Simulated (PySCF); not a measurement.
Static response to an electric field

C7H15NO2.
Structure used (PBE0-D3(BJ)/def2-SVP), in Å, numbered top down from 1:
```
atom  x, y, z in Å
C1     2.6046   -0.6441    0.0252
C2     1.2375   -0.4697   -0.6173
C3     0.2066    0.0782    0.3581
C4    -1.2213    0.2087   -0.1882
C5    -2.1532    0.6716    0.9238
O6    -1.5588   -1.0670   -0.7123
C7    -2.9125   -1.3197   -0.9684
C8    -1.2086    1.2753   -1.3048
N9    -1.1694    0.7730   -2.5610
O10   -1.2024    2.4628   -1.0498
H11    2.9941    0.3144    0.4046
H12    3.3403   -1.0422   -0.6901
H13    2.5594   -1.3407    0.8779
H14    0.8777   -1.4356   -1.0069
H15    1.3239    0.2044   -1.4862
H16    0.1546   -0.5805    1.2422
H17    0.5149    1.0745    0.7146
H18   -2.1668   -0.0686    1.7375
H19   -1.7914    1.6320    1.3110
H20   -3.1801    0.8337    0.5673
H21   -2.9633   -2.2787   -1.5039
H22   -3.5071   -1.4132   -0.0433
H23   -3.3750   -0.5413   -1.6037
H24   -1.0752   -0.2241   -2.6971
H25   -1.0657    1.4137   -3.3360
```

Level: B3LYP/def2-SVPD (PySCF), static field, nuclei fixed, core orbitals frozen in the response. The polarisability tensor in these axes (au):

```
x   106.35  -0.36   1.75
y    -0.36  98.84   1.48
z     1.75   1.48 100.77
```

Problem. Diagonalise the tensor; give its mean and Δα, where Δα² is half the sum of the squared differences of the eigenvalues.

Solution. Principal values 97.87, 101.23 and 106.86 au; mean 101.99 au = 15.11 Å³ = 16.82 × 10⁻⁴⁰ C²·m²/J; Δα = 7.87 au (8 % of the mean).

Problem. What is the dipole moment, and where does it point?

Solution. (-0.57, -2.70, -1.16) D, 2.99 D in size, pointing from the negative to the positive side. Measured along this direction, the outermost atoms are H19 and O10 at the negative end and H21 at the positive end.

Problem. Sum over states: ᾱ = Σ f/ω², ω in Eh. What share falls to these 10 lowest TDDFT singlets (eV, f)? 5.41, 0.0018; 6.25, 0.0127; 6.76, 0.0043; 6.88, 0.0243; 7.00, 0.0086; 7.10, 0.0280; 7.21, 0.0091; 7.36, 0.0121; 7.45, 0.1076; 7.61, 0.0075.

Solution. They add up to 3.10 au, 3.0 % of the 101.99 au; the largest single term is 1.43 au, from the state at 7.45 eV. Terms in order: 0.05, 0.24, 0.07, 0.38, 0.13, 0.41, 0.13, 0.17, 1.43, 0.10 au. Higher excitations give the rest. The strengths listed sum to 0.216.

Problem. Traceless (Buckingham) quadrupole moment about the centre of nuclear charge: eigenvalues?

Solution. -15.84, 4.77, 11.06 D·Å. The values depend on the origin, since the dipole doesn't vanish. The electronic extent ⟨r²⟩ about the same centre is 1651 bohr², a root-mean-square distance of 2.40 Å for the 80 electrons.

Problem. Find the Langevin capture rate constant for O2+ (31.990 u) meeting this molecule (145.110 u), k = 2.342 × 10⁻⁹ cm³/s × √(α in Å³ / reduced mass in u).

Solution. The reduced mass is 26.21 u, so k = 1.78 × 10⁻⁹ cm³/s. The formula leaves out the permanent dipole, which adds to the capture rate.

The structure is a single PBE0-D3(BJ)/def2-SVP conformer in the gas phase; no vibrational or solvent corrections.
